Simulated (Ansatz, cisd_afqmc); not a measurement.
Species: AlH, charge 0, singlet. AlH (SMILES [AlH]).
B3LYP-D3(BJ)/def2-TZVP minimum from Ansatz (a first-principles code):
```
Al
H 1 1.6619
```
Charge 0, spin multiplicity 1.

Total energies in cc-pV(T+d)Z, 4 correlated electrons, 5 frozen orbitals. UHF or UKS for unpaired electrons; spin-orbit terms are left out. Cores are frozen in correlated methods. No relativity. AFQMC is phaseless with a CISD trial state; ± is one standard error, without the phaseless bias. Outlying blocks are dropped, and bars are widened where a walk drifts. Over all cases where full CI ran beside it in this data, AFQMC minus full CI had a median of +0.1 mEh and passed +0.4 mEh in a tenth of the cases. The restricted determinant of HAl ([AlH], singlet) is unstable towards broken spin symmetry in at least one set run.

```
method         program         energy (Eh)  error against FCI (mEh)
----------  ----------  ------------------  -----------------------
HF              Ansatz          -242.46237                    84.34
MP2             Ansatz          -242.52443                    22.28
CCSD            Ansatz          -242.54483                     1.87
CCSD(T)         Ansatz          -242.54626                     0.44
CCSDT(Q)        Ansatz          -242.54669                     0.01
CCSDTQ          Ansatz          -242.54670                     0.00
AFQMC/CISD  cisd_afqmc  -242.5465 ± 0.0002                0.2 ± 0.2
FCI             Ansatz          -242.54670                     0.00
```
